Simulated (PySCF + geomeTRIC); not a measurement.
Species: HCl$_{3}$OSi, SMILES `O[Si](Cl)(Cl)Cl` (charge 0, multiplicity 1).

Question: Give a relaxed geometry from M06-2X/def2-TZVP run with PySCF + geomeTRIC.

Answer: the end point of this relaxation (outside a Z-matrix the atoms follow the SMILES, hydrogens last).
Z-matrix (Å, degrees):
```
Si
O 1 1.6124
H 2 0.9607 1 119.61
Cl 1 2.0159 2 107.00 3 179.90
Cl 1 2.0301 2 111.17 3 -60.13
Cl 1 2.0301 2 111.17 3 59.93
```
